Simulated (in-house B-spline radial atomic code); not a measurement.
Orbital energies and mean radii along the 27-electron series, configuration [Ar] 3d9. The effective charge is n√(-2ε), a non-relativistic measure. Computed with a B-spline radial code for spherical atoms: non-relativistic Hartree-Fock, average of the configuration, point nuclei.

This level leaves out relativity, spin-orbit splitting included, which matters for heavy ions.

| ion | Z | energy of 2p (Eh) | mean radius of 2p (bohr) | energy of 3s (Eh) | mean radius of 3s (bohr) | energy of 3p (Eh) | mean radius of 3p (bohr) | energy of 1s (Eh) | mean radius of 1s (bohr) | effective charge of 2p |
| --- | --- | --- | --- | --- | --- | --- | --- | --- | --- | --- |
| Sr11+ | 38 | -81.43 | 0.1521 | -21.315 | 0.49258 | -18.535 | 0.49039 | -592.27 | 0.040172 | 25.523 |
| Zr13+ | 40 | -94.248 | 0.14352 | -26.032 | 0.45929 | -22.999 | 0.45458 | -661.67 | 0.038135 | 27.459 |
| Nb14+ | 41 | ? | ? | ? | ? | ? | ? | ? | ? | ? |
| Mo15+ | 42 | ? | ? | ? | ? | ? | ? | ? | ? | ? |
| Tc16+ | 43 | -115.38 | 0.13231 | -33.961 | 0.41688 | -30.546 | 0.40967 | -773.31 | 0.035438 | 30.382 |

**Question.** Fill in the row of Nb14+.

**Answer.** energy of 2p (Eh): -101.04; mean radius of 2p (bohr): 0.13958; energy of 3s (Eh): -28.561; mean radius of 3s (bohr): 0.44424; energy of 3p (Eh): -25.401; mean radius of 3p (bohr): 0.43856; energy of 1s (Eh): -697.88; mean radius of 1s (bohr): 0.037191; effective charge of 2p: 28.431.

**Question.** Fill in the row of Mo15+.

**Answer.** energy of 2p (Eh): -108.08; mean radius of 2p (bohr): 0.13585; energy of 3s (Eh): -31.205; mean radius of 3s (bohr): 0.43013; energy of 3p (Eh): -27.917; mean radius of 3p (bohr): 0.42362; energy of 1s (Eh): -735.09; mean radius of 1s (bohr): 0.036293; effective charge of 2p: 29.405.

**Question.** How does the screening of 2p change?

**Answer.** Z less the effective charge goes from 12.48 at Z = 38 to 12.62 at Z = 43.
